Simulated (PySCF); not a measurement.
C3H7BO2, SMILES O1CB(O)[C@H]1C.

Geometry optimised at B3LYP-D3(BJ)/def2-SVP. The structure was generated by enumeration; whether it is a known compound was not checked. The values are those of a single conformer.

Two levels are set side by side: TDDFT-PBE/def2-SVPD (PySCF) and TDDFT-CAM-B3LYP/def2-SVPD (PySCF). Vertical, same geometry. The lowest singlet is HOMO→LUMO 99 % with PBE and HOMO→LUMO+1 82 % with the other functional; states are paired by order. Differences are taken from unrounded values.

```json
[
 {"quantity": "lowest singlet excitation (eV)", "TDDFT-CAM-B3LYP": "6.05", "TDDFT-PBE": "4.63", "TDDFT-PBE minus TDDFT-CAM-B3LYP": "-1.42"},
 {"quantity": "lowest triplet excitation (TDA) (eV)", "TDDFT-CAM-B3LYP": "5.61", "TDDFT-PBE": "4.39", "TDDFT-PBE minus TDDFT-CAM-B3LYP": "-1.23"}
]
```

Functionals without exact exchange tend to place singlet excitations lower, as here. Differences between two approximate levels are no errors against the true value.

Rough cost on one machine, each run with all the roots and properties that it gave: TDDFT-CAM-B3LYP against TDDFT-PBE about 6 times.
